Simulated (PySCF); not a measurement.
Isomers of [C8H7S]- (charge -1), one GFN2-xTB conformer each. Single-point energies are computed at PBE0/pcSseg-1 (PySCF, gas phase, no added dispersion term), electronic only.

```tsv
SMILES	GFN2-xTB relative energy (kcal/mol)
C=C([S-])c1ccccc1	11.1
[S-]/C=C/c1ccccc1	0.0
```

Conformers: `[CH2:1]=[C:2]([S-:3])[c:4]1[cH:5][cH:6][cH:7][cH:8][cH:9]1` (charge -1) with C1–C2–C4–C5 92°; `[S-:1]/[CH:2]=[CH:3]/[c:4]1[cH:5][cH:6][cH:7][cH:8][cH:9]1` (charge -1) with C2–C3–C4–C5 0°.

What does PBE0/pcSseg-1 give for the same structures?

```tsv
SMILES	PBE0/pcSseg-1 E (Eh)	PBE0/pcSseg-1 (kcal/mol)	GFN2-xTB (kcal/mol)	point group
[S-]/C=C/c1ccccc1	-706.72677	0.0	0.0	Cs
C=C([S-])c1ccccc1	-706.71097	9.9	11.1	Cs
```

Both levels put the same isomer lowest.
